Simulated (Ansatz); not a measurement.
`C=C=[C](C)[GaH2]` + `[AsH3]` → `[GaH2][AsH2]` + `C=C=CC` at 600 K and 1 bar (ligand exchange at a Ga–C bond).

Isolated molecules relaxed with PBE0-D4/def2-TZVP in Ansatz; ΔE leaves out vibrations. CCSD(T)/CBS is the MP2 limit (def2-TZVPP, def2-QZVPP) plus CCSD(T) − MP2 in def2-TZVPP, frozen cores. For As, Ga outer-core shells are correlated without core-valence functions, which leaves a few kJ/mol of doubt a bond. Scalar relativity is left out up to krypton.

```csv
species,CCSD(T)/CBS energy (Eh),H − E (kJ/mol),S (J/(mol·K))
`C=C=[C](C)[GaH2]`,-2080.28855,296.3,461.5
`[AsH3]`,-2236.79077,81.6,254.3
`[GaH2][AsH2]`,-4161.33979,116.7,363.0
`C=C=CC`,-155.75749,268.1,361.1
```

H − E and S are ideal-gas, rigid-rotor, harmonic terms from PBE0-D4/def2-TZVP. 1 Eh = 2625.50 kJ/mol, R = 8.31446 J/(mol·K).

Question: By hand: ΔE, ΔH, ΔS and ΔG.

Answer: ΔE = (-4161.33979) + (-155.75749) − (-2080.28855) − (-2236.79077) = -0.01796 Eh = -47.2 kJ/mol. Δ(H − E) = 116.7 + 268.1 − 296.3 − 81.6 = 6.9, so ΔH = -40.3 kJ/mol. ΔS = 363.0 + 361.1 − 461.5 − 254.3 = 8.3 J/(mol·K). ΔG = -40.3 − 600 × (8.3)/1000 = -45.3 kJ/mol.

Question: By hand: the equilibrium constant, and the temperature at which ΔG would vanish if ΔH and ΔS stayed fixed.

Answer: log₁₀ K = −ΔG/(RT ln 10) = 3.9. ΔH and −TΔS have one sign here, so there is no such temperature.

The number of gas molecules stays the same, so ΔS is small and ΔH decides. A doubt of 5 kJ/mol in ΔE shifts log₁₀ K by 0.4 here. These are equilibria of isolated gas molecules and say nothing of rates. Largest T1 diagnostic: 0.013 (customary marks: 0.02 for closed shells, 0.045 for open ones).
